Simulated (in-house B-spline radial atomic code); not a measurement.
**B³⁺: 1s2**

Computed with a B-spline radial code for spherical atoms: non-relativistic LDA PW92, spin-polarised, spherical fractional occupations, point nucleus.

Screening seen three ways: the hydrogenic charge with the same mean radius, Z_r = [3n² - l(l+1)]/(2<r>), the one with the same energy, Z_e = n√(-2ε), and Slater's rules. Values are occupation-weighted means over spin.

```tsv
shell	electrons	ε (eV)	<r> (bohr)	Z_r	Z_e	Slater
1s	2	-229.13	0.3286	4.56	4.10	4.70
```

The least bound orbital is 1s at -229.1 eV, and it is also the most diffuse (<r> = 0.3286 bohr).

The density falls to 0.001 bohr⁻³ at 1.233 bohr; Σ<r²> = 0.29208 bohr² gives, by the non-relativistic formula and without the paramagnetism of open shells, a Langevin diamagnetic susceptibility of -0.2313×10⁻⁶ cm³/mol.
